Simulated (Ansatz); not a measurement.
Energy profile

The step: Si₄H₁₀ ([SiH3][SiH]([SiH3])[SiH3]) + SiH₃Cl ([SiH3][Cl]) → Si₅H₁₂ ([SiH3][Si]([SiH3])([SiH3])[SiH3]) + HCl; bonds formed: Si1–Si4, Cl2–H3; bonds broken: Si1–Cl2, H3–Si4 (atoms numbered as in the saddle structure below).

```xyz
19
angstrom
Si -0.5301 1.6017 1.4520
Cl -2.5078 0.0063 2.0473
H -1.0504 0.0681 0.9711
Si 0.1074 -0.2636 -0.2365
Si -0.2354 1.0073 -2.1681
Si 2.3306 -0.3910 0.4811
Si -0.9900 -2.3376 -0.3236
H 0.7270 2.1376 0.8108
H -1.5914 2.5255 1.0158
H -0.1717 1.4375 2.8712
H 0.2864 2.3832 -1.9754
H -1.6848 1.0464 -2.4848
H 0.4986 0.3484 -3.2802
H 3.0973 0.7591 -0.0607
H 2.3643 -0.3655 1.9666
H 2.9240 -1.6632 -0.0090
H -2.4059 -2.1378 -0.7119
H -0.8734 -3.0099 0.9934
H -0.2947 -3.1523 -1.3591
```

Electronic energies by CCSD(T) at an estimated basis limit (MP2 extrapolated from triple and quadruple zeta, plus CCSD(T) − MP2 in triple zeta), on PBE0-D4/def2-TZVP structures; Si5H13Cl, singlet; no counterpoise correction. Program: Ansatz 0.2.0. Basis: def2-TZVPP and def2-QZVPP. Cores are frozen in the correlated methods. Extrapolation: Hartree–Fock as exp(−7.88 √X), correlation as X^−2.97.

Q: Give the profile in kcal/mol, counted from the separated reactants. (To be estimated.)

A: Computed:
| point | kcal/mol |
| --- | --- |
| separated: SiH3Cl (linked as [SiH3][Cl]; Si1, Cl2, H8, H9, H10; singlet) + Si4H10 (linked as [SiH3][SiH]([SiH3])[SiH3]; H3, Si4, Si5, Si6, Si7, H11, H12, H13, H14, H15, H16, H17, H18, H19; singlet) | 0.00 |
| start structure | -2.77 |
| saddle | 52.33 |
| end structure | 15.25 |
| separated: Si5H12 (linked as [SiH3][Si]([SiH3])([SiH3])[SiH3]; Si1, Si4, Si5, Si6, Si7, H8, H9, H10, H11, H12, H13, H14, H15, H16, H17, H18, H19; singlet) + HCl (Cl2, H3; singlet) | 17.01 |

T1 diagnostic: at most 0.015.

For scale, one of the runs: CCSD(T)/def2-TZVPP, 434 basis functions, launched by `ansatz run in.yaml --threads 4 --pin off --events-out ev --progress --plain --max-ram 66560MiB --backend cuda --devices 0, --max-vram 37GiB`. Time: 20 s of wall clock on 4 CPU threads of an AMD EPYC 7R13 and a share of one NVIDIA H100; the host was shared. Peak host memory: 1.1 GiB.
